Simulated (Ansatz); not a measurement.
`C1[NH][GeH2][SiH2]1`. Charge 0, multiplicity 1. Correlated methods include outer-core shells of Ge, which these sets cover unevenly. Scalar relativity is left out up to krypton.

Cartesian coordinates in Å:
```
C 0.1671 -0.3657 -1.1561
N -0.6448 -1.0425 -0.1370
Ge -0.7046 0.0907 1.3386
Si 1.1015 0.8395 -0.0045
H 0.8106 -1.0626 -1.7053
H -0.4161 0.1990 -1.8981
H -1.4267 -1.5806 -0.4811
H -0.5566 -0.6745 2.6680
H -1.9783 0.9679 1.4432
H 1.1915 2.2511 -0.4649
H 2.4564 0.3776 0.3973
```

(1) Give the diagnostics of a CCSD(T)/def2-TZVPP run (frozen core, the Gaussian-basis code of Ansatz). (Estimate.)

Answers

(1) Computed: T1 = 0.0118, largest single amplitude 0.014, largest double 0.023, (T) share of the correlation energy 3.9 %, 9 CCSD cycles. The RHF solution is stable towards an unrestricted one. T1 lies under the customary mark of 0.02 for closed shells.
